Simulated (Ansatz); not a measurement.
Input and output for ClFHO₂Ta (`[O]=[Ta]([OH])([F])[Cl]`).

```yaml
crystal:
  periodic: [false, false, false]
  atoms:
    - {symbol: O, position_ang: [-1.833346, -0.381557, 0.669144]}
    - {symbol: Ta, position_ang: [-0.398517, 0.006233, -0.173889]}
    - {symbol: O, position_ang: [1.014884, -0.529296, 0.960738]}
    - {symbol: F, position_ang: [-0.372773, -0.947769, -1.785092]}
    - {symbol: Cl, position_ang: [-0.335036, 2.271306, -0.575362]}
    - {symbol: H, position_ang: [1.966888, -0.482918, 0.858261]}
basis:
  gaussian: {orbitals: def2-mTZVP, fitting: {mean_field: cc-pVTZ-jkfit}}
total_charge: 1
magnetization: {spin_polarized: true, initial_magnetization: 1}
hamiltonian: {xc: {name: revPBE}, dispersion: d3bj, pseudopotentials: {relativity: none}}
```

```sh
$ ansatz run in.yaml --threads 4 --pin off --events-out ev --progress --plain --max-ram 10444MiB
```

It prints (some lines left out):

```
Functional definition: revPBE
Error: <dir> the basis set cc-pVTZ-JKFIT has no functions for Ta
```
